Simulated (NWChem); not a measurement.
System: silanone (SiH2O); SMILES [SiH2]=O

Input file for NWChem:

```
start job
memory heap 200 mb stack 900 mb global 1100 mb
geometry units angstroms noautoz
  Si     0.000000     0.000000    -0.438494
  O      0.000000     0.000000     1.113848
  H      0.000000    -1.248019    -1.282007
  H      0.000000     1.248019    -1.282007
end
basis spherical
  Si library def2-tzvp
  O library def2-tzvp
  H library def2-tzvp
end
dft
  xc pbe0
  iterations 150
  mulliken
end
task dft energy
```

Geometry: optimised at PBE-D3(BJ)/def2-SVP.

### Question
Give the results of this calculation. (PBE0/def2-TZVP.) Quantities: basis functions; energy (Ha); highest occupied level (eV); orbital gap (eV); dipole (D).

### Answer
| Item | Value |
|---|---|
| number of basis functions | 80 |
| energy (Ha) | -365.74 |
| highest occupied level (eV) | -8.20 |
| orbital gap (eV) | 5.87 |
| dipole (D) | 3.79 |
